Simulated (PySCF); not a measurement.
1-(hydroxymethyl)cyclopropan-1-ol (C4H8O2), SMILES OCC1(O)CC1. Atoms are numbered in the order given.

```xyz
14

O      1.8981    -0.2402     0.8750
C      1.1931    -0.1377    -0.3462
C     -0.2809     0.1280    -0.1217
O     -0.5059     1.2408     0.7064
C     -1.2665    -1.0069    -0.0567
C     -1.2508    -0.0624    -1.2431
H      1.9100     0.6467     1.2591
H      1.6083     0.6687    -0.9837
H      1.3291    -1.0883    -0.8849
H     -0.4305     0.9298     1.6190
H     -0.8965    -2.0274    -0.1903
H     -2.0956    -0.9060     0.6492
H     -2.0557     0.6734    -1.3101
H     -0.8752    -0.4290    -2.2032
```

Coordinates come from a B3LYP-D3(BJ)/def2-SVP optimisation. One conformer was computed; it need not be the lowest.

All values below come from SMD-ωB97X/6-31G* (PySCF).

Solvation free energies are E(SMD) − E(gas) at the gas-phase geometry, for 1 M in both phases. In vacuum the dipole moment is 0.54 D.

Computed solvation free energies in water, dimethylsulfoxide, methanol:
```json
[
 {"solvent": "water", "ΔG(solv) (kcal/mol)": "-9.8", "its non-electrostatic (CDS) part": "2.8", "dipole (D)": "0.58"},
 {"solvent": "dimethylsulfoxide", "ΔG(solv) (kcal/mol)": "-7.2", "its non-electrostatic (CDS) part": "-1.8", "dipole (D)": "0.52"},
 {"solvent": "methanol", "ΔG(solv) (kcal/mol)": "-11.4", "its non-electrostatic (CDS) part": "0.7", "dipole (D)": "0.58"}
]
```
